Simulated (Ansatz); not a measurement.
`[SiH3][BH][GeH2][Cl]` + `CC[TeH]` → `CC[Te][SiH3]` + `[BH2][GeH2][Cl]`  (cleavage of the Si–B bond)

Computed with Ansatz on PBE0-D4/def2-TZVP structures; ΔE is electronic, products minus reactants. CCSD(T)/CBS is the MP2 limit (def2-TZVPP, def2-QZVPP) plus CCSD(T) − MP2 in def2-TZVPP, frozen cores. Functionals use def2-TZVPP. HSE06 is defined as in plane-wave codes. def2 core potentials past Kr. For Ge, Te outer-core shells are correlated without core-valence functions, which leaves a few kJ/mol of doubt a bond. Scalar relativity is left out up to krypton. One conformer a species, not always the lowest.

```
             level  ΔE (kJ/mol)  difference from CCSD(T)/CBS
           BLYP-D4        -62.3                          7.4
         r2SCAN-D4        -64.4                          5.3
            B97M-V        -54.2                         15.5
        r2SCANh-D4        -66.0                          3.7
          BHLYP-D4        -71.1                         -1.4
           ωB97X-V        -65.3                          4.4
           ωB97M-V        -67.9                          1.8
            B2PLYP        -68.2                          1.5
            revPBE        -59.3                         10.4
           r2SCAN0        -67.8                          1.9
             HSE06        -63.7                          6.0
      MP2/def2-SVP        -68.3                          1.4
     HF/def2-TZVPP        -72.7                         -3.0
    MP2/def2-TZVPP        -77.3                         -7.6
SCS-MP2/def2-TZVPP        -73.8                         -4.1
    CCSD/CBS(def2)        -69.5                          0.2
       CCSD(T)/CBS        -69.7                            0
```

Largest T1 diagnostic among the species: 0.012.

From BLYP to BHLYP (50 % exact exchange), in def2-TZVPP and without D4, ΔE moves by −8.3 kJ/mol. Leaving LDA and LC-ωPBE aside and taking each functional with its dispersion term where it has one, the values spread over 16.8 kJ/mol, from BHLYP-D4 to B97M-V. LDA lies +5.0 kJ/mol from PBE without D4. At CCSD(T), def2-SVP lies +11.3 kJ/mol from the extrapolated value and def2-TZVPP +5.9 kJ/mol.
